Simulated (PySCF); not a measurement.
**2-fluorobenzotrifluoride (SMILES c1c(F)c(C(F)(F)F)ccc1)**

Molfile (atoms numbered from 1):
```
C7H4F4
     RDKit          3D

 15 15  0  0  0  0  0  0  0  0999 V2000
   -0.4970    2.2832    0.5850 F   0  0  0  0  0  0  0  0  0  0  0  0
    0.0963    1.1348    0.2822 C   0  0  0  0  0  0  0  0  0  0  0  0
    1.4820    1.0816    0.2335 C   0  0  0  0  0  0  0  0  0  0  0  0
    2.1019   -0.1240   -0.0875 C   0  0  0  0  0  0  0  0  0  0  0  0
    1.3395   -1.2593   -0.3564 C   0  0  0  0  0  0  0  0  0  0  0  0
   -0.0503   -1.1888   -0.3013 C   0  0  0  0  0  0  0  0  0  0  0  0
   -0.6876    0.0093    0.0203 C   0  0  0  0  0  0  0  0  0  0  0  0
   -2.1876    0.1080    0.0878 C   0  0  0  0  0  0  0  0  0  0  0  0
   -2.6631    0.9811   -0.8026 F   0  0  0  0  0  0  0  0  0  0  0  0
   -2.5995    0.5068    1.2928 F   0  0  0  0  0  0  0  0  0  0  0  0
   -2.7640   -1.0713   -0.1623 F   0  0  0  0  0  0  0  0  0  0  0  0
    2.0521    1.9869    0.4485 H   0  0  0  0  0  0  0  0  0  0  0  0
    3.1924   -0.1731   -0.1271 H   0  0  0  0  0  0  0  0  0  0  0  0
    1.8266   -2.2028   -0.6089 H   0  0  0  0  0  0  0  0  0  0  0  0
   -0.6602   -2.0693   -0.5075 H   0  0  0  0  0  0  0  0  0  0  0  0
  1  2  1  0
  2  3  2  0
  3  4  1  0
  4  5  2  0
  5  6  1  0
  6  7  2  0
  7  8  1  0
  8  9  1  0
  8 10  1  0
  8 11  1  0
  7  2  1  0
  3 12  1  0
  4 13  1  0
  5 14  1  0
  6 15  1  0
M  END
```

Method: quadratic response CAM-B3LYP/aug-cc-pVDZ first hyperpolarisability, Taylor convention, gas phase (PySCF 2.14.0). Geometry: PBE0-D3(BJ)/def2-SVP.

Task: What is the first hyperpolarisability, and how does it disperse?

Result: In au, Taylor convention; the vector part is βᵢ = ⅓ Σⱼ (βᵢⱼⱼ + βⱼᵢⱼ + βⱼⱼᵢ); β∥ is 3/5 of the vector part along the dipole, the dipole points from − to +:
```
                   process  λ (nm)  β vector norm      β∥  β HRS  depolarisation ratio
           static β(0;0,0)       ∞          278.1  -162.8  104.3                  7.64
second harmonic β(−2ω;ω,ω)    1907          287.2  -168.0  107.8                  7.61
         Pockels β(−ω;ω,0)    1907          281.1  -164.5      –                     –
second harmonic β(−2ω;ω,ω)    1064          309.7  -180.9  116.2                  7.52
         Pockels β(−ω;ω,0)    1064          287.9  -168.4      –                     –
```

Task: Which lowest excitations, dipole and polarisabilities go with it?

Result: S1 5.34 eV (f = 0.024); S2 6.12 eV (f = 0.005); S3 6.74 eV (f = 0.005); dipole 3.63 D; isotropic α 82.6 au static, 82.9 au at 1907 nm, 83.5 au at 1064 nm, 83.7 au at 953.5 nm, 86.3 au at 532 nm.
